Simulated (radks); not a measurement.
Species: Nd13+. Configuration: [Kr] 4d10 5s1.

Calculated with a radial shooting solver on a logarithmic mesh with Libxc functionals: scalar-relativistic Kohn-Sham, LDA (Slater exchange, Perdew-Wang correlation), spin-unpolarised, spherical densities, point nucleus.

Energy parts (eV):
part                      energy
total                 -260391.90
kinetic                277180.10
electron-nucleus      -620720.80
Hartree                 88763.70
exchange-correlation    -5614.90

Orbitals (lengths in bohr, moments of r in powers of bohr):
orbital  occ.  eigenvalue (eV)      <r^4>
1s          2        -43611.26  1.530e-06
2s          2        -7264.916  0.0002494
2p          6        -6523.800  0.0001835
3s          2        -1773.539   0.009937
3p          6        -1539.762    0.01036
3d         10        -1214.616   0.008443
4s          2        -543.1737     0.2303
4p          6        -464.7770     0.2893
4d         10        -352.7788     0.4075
5s          1        -235.9191      3.528

The highest occupied level is 5s at -235.92 eV. For comparison, the ionisation energy in NIST's Atomic Spectra Database is 243.0 eV (semi-empirical). In exact Kohn-Sham theory the highest level is minus the ionisation energy, but local and semilocal functionals leave it too shallow, through self-interaction and a potential that decays too fast; potentials with the right tail come closer. Summed over all electrons, <r^2> = 11.63 bohr^2, which gives a Langevin (diamagnetic) susceptibility term of -9.21 x 10^-6 cm^3/mol.

Beside tabulated values, note that spin-unpolarised runs miss the spin-polarisation part of the exchange energy of open shells.
